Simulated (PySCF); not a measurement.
# [NiI3]-, singlet: molecular constants

Method: PySCF, PBE0, basis Ni def2-SVPD, I def2-SVPD with ECP28 (scalar-relativistic core potentials, no spin–orbit coupling, density fitting).

The structure is a minimum.

```xyz
4
charge -1 multiplicity 1, angstrom
Ni    0.0000    0.0000   -0.3737
I     0.0000    0.0000    2.0763
I     2.3956    0.0000   -0.9561
I    -2.3956    0.0000   -0.9561
```

| Item | Value |
| --- | --- |
| Point group | C2v |
| Bond lengths | Ni–I 2.450 Å, Ni–I 2.465 Å (×2) |
| Bond angles | I–Ni–I 103.7° (×2), I–Ni–I 152.7° |
| Heat capacity Cp at 298.15 K | 80.5 J/(mol K) |
| Dipole moment about the centre of mass | 0.22 D |
| Highest occupied level | -2.92 eV |
| Rotational symmetry number | 2 |
| Principal quadrupole moments (Buckingham, traceless) about the centre of mass | -16.35, 1.09, 15.26 D Å |
| Lowest empty level | -0.07 eV |
| Principal polarisabilities | 115.5, 164.8, 218.7 bohr³ |
| Enthalpy at 298.15 K above 0 K | 20.49 kJ/mol |
| Zero-point energy | 5.1 kJ/mol |
| Rotational constants | 0.02141, 0.01157, 0.007513 cm⁻¹ |
| Entropy at 298.15 K and 1 bar | 399.2 J/(mol K) |

Harmonic modes (masses in u: Ni 57.935, I 126.904):
| symmetry | ω (cm⁻¹) | IR (km/mol) |
| --- | --- | --- |
| b2 | 45 | 1.2 |
| a1 | 57 | 0.0 |
| b1 | 81 | 0.6 |
| a1 | 135 | 0.1 |
| a1 | 254 | 4.1 |
| b2 | 285 | 57.2 |

In C2v the vibrations span 2b2 + 3a1 + b1. Here b1 is antisymmetric to the molecular plane and b2 lies in it.

Charges (e); Mulliken and Löwdin values are unreliable with diffuse functions:
| atom | Mulliken | Löwdin | polar tensor | Mayer order to Ni1 |
| --- | --- | --- | --- | --- |
| Ni1 | 0.29 | -0.08 | 0.61 | – |
| I2 | -0.36 | -0.28 | -0.36 | 0.82 |
| I3,4 | -0.46 | -0.32 | -0.62 | 0.85 |

Mulliken populations on Ni1: s 6.57, p 12.54, d 8.60, f 0.00.

Outer orbital energies (eV). occupied: -4.56, -3.96, -3.93, -3.54, -3.28, -3.06, -3.04, -2.92; empty: -0.07, 3.00, 3.17, 3.35.

Formally Ni is in oxidation state +2, d8, with 0 unpaired electrons (the high-spin count would be 2). The polar-tensor charge on Ni, 0.61, is far below the formal one.

Stability towards spin polarisation was not tested. Other isomers or separated fragments may lie lower.

The final relaxation and frequency run took roughly 20 core-minutes on a shared host.
